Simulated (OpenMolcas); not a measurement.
**Pt2+: from CASSCF to CASPT2**

| Item | Value |
| --- | --- |
| Program | OpenMolcas 26.06 |
| Basis | ANO-RCC-VTZP [8s7p5d3f1g] |
| Scalar Hamiltonian | DKH2, point nucleus |
| Active space | 8 electrons in 6 orbitals (5d 6s) |
| State averaging | 2S+1 = 5 even, 15 roots; 2S+1 = 3 even, 71 roots (60 in the spin-orbit step); 2S+1 = 1 even, 55 roots |
| Spin-orbit coupling | state interaction with AMFI integrals over the reference wave functions, term energies averaged over their components |

Methods on the same reference wave functions:
A. CASSCF
B. SS-CASPT2, IPEA 0.25 Eh, imaginary shift 0.1 Eh (closed shells correlated: 5s 5p)
C. MS-CASPT2, IPEA 0.25 Eh, imaginary shift 0.1 Eh (closed shells correlated: 5s 5p)

Energies in eV above 5d⁸ ³F₄, the measured ground level; measured values from NIST levels as listed in McCann et al., Mon. Not. R. Astron. Soc. 538, 537 (2025).

```tsv
Level	A	B	C	Measured
5d⁸ ³F₄	0.0000	0.0000	0.0000	0.0000
5d⁸ ³F₃	1.2818	1.290	1.298	1.2091
5d⁷ 6s ⁵F₅	2.1465	2.507	2.514	2.7074
5d⁸ ³P₀	2.3286	1.910	1.876	1.8522
5d⁸ ³P₁	2.4707	2.111	2.110	2.0807
5d⁸ ¹G₄ [51 %]	2.8182	2.695	2.715	
5d⁷ 6s ⁵F₄ [51 %]	3.0076	3.253	3.247	
5d⁷ 6s ⁵F₃	3.5076	3.820	3.831	
5d⁷ 6s ⁵F₂ [62 %]	3.7948	4.057	4.047	
5d⁷ 6s ⁵F₁ [59 %]	3.9403	4.173	4.162	
5d⁷ 6s ³F₄(1) [58 %]	4.2752	4.288	4.285	
5d⁷ 6s ⁵P₃ [71 %]	4.4471	4.411	4.424	
5d⁷ 6s ⁵P₂ [51 %]	4.4737	4.339	4.324	
5d⁷ 6s ³G₅ [64 %]	5.0293	5.116	5.124	
5d⁷ 6s ⁵P₁ [53 %]	5.0346	4.924	4.908	
5d⁷ 6s ³F₃(1) [62 %]	5.1409	5.094	5.103	
5d⁷ 6s ³H₆	5.8396	5.852	5.859	
5d⁷ 6s ³G₃	5.9888	6.008	6.014	
5d⁷ 6s ³H₅ [59 %]	6.2660	6.204	6.218	
5d⁷ 6s ³D₃(1) [62 %]	6.5567	6.519	6.528	
5d⁸ ¹S₀ [50 %]	6.9855	5.622	5.755	
5d⁷ 6s ³F₂(2) [75 %]	7.4913	7.055	7.047	
5d⁷ 6s ¹H₅ [62 %]	7.6112	7.441	7.463	
5d⁷ 6s ³F₃(2) [71 %]	7.6136	7.146	7.147
```

Deviations, from unrounded energies. A percentage is the sum of absolute deviations over the sum of measured energies, with the sign that they share, or ± where signs differ.

```tsv
Against measurement	Levels	A	B	C
mean absolute deviation (cm-1)	4	3000	740	670
fine structure of the ground term (%)	1	+6.0	+6.7	+7.3
other terms of the ground configuration (%)	2	+22.0	+2.2	+1.3
other configurations (%)	1	-20.7	-7.4	-7.1
```

C lies closest to measurement on these levels and A furthest from it. The largest miss of C in the table is 5d⁷ 6s ⁵F₅, by -1600 cm-1. The ranking rests on the paired levels alone, and a cruder setting can come out closer through cancelling errors.

Between B and C the level of the table that moves most is 5d⁸ ¹S₀ [50 %], by 1100 cm-1 (lowest in B, highest in C). Moves below CASPT2's spread within the term are not significant.

The mean deviations of B to C differ by less than CASPT2's widest spread within a term (1100 cm-1), so their order carries little weight.

From A to B the spin-free energies of the other terms of 5d⁸ shown, above ³F, scale by factors of 0.70 to 0.89, as is usual when dynamic correlation screens the repulsion within a d or f shell.

The lowest spin-free term lies below A's lowest term by 0.445 hartree in B, 0.445 hartree in C.

CASPT2 breaks the degeneracy within a term, and the mean is taken; among the terms shown or strongly mixed into the levels shown the widest spread is 1100 cm-1 (5d⁸ ³F, C). Some high roots are left out of the spin-orbit mixing, which shifts the levels that they would mix with. A single d shell beside an s shell can misplace configurations of different d count against each other. Without dynamic correlation excited terms often stand tens of per cent too high (terms of higher spin than the ground term too low), and those without a measured partner can miss by more than the paired ones (holds for A). The CASPT2 spread within a term exceeds the gap to the next term for 5d⁷ 6s ³D(1) and 5d⁷ 6s ³P(1), so the order of their levels is uncertain (holds for C). Computed and measured levels are paired by configuration, term and J; levels that our copy of the source lacks, or whose pairing is in doubt (as where it misses far off the trend of its configuration), stay unpaired and out of the deviations. Levels of configurations outside the active space are missing. The table leaves out levels that lie high or whose names do not pair safely across all columns.

A share in square brackets marks a mixed level and gives the weight of the term that names it, the lowest over the columns. A number in round brackets counts repeated terms of one configuration in the order of the reference energies.
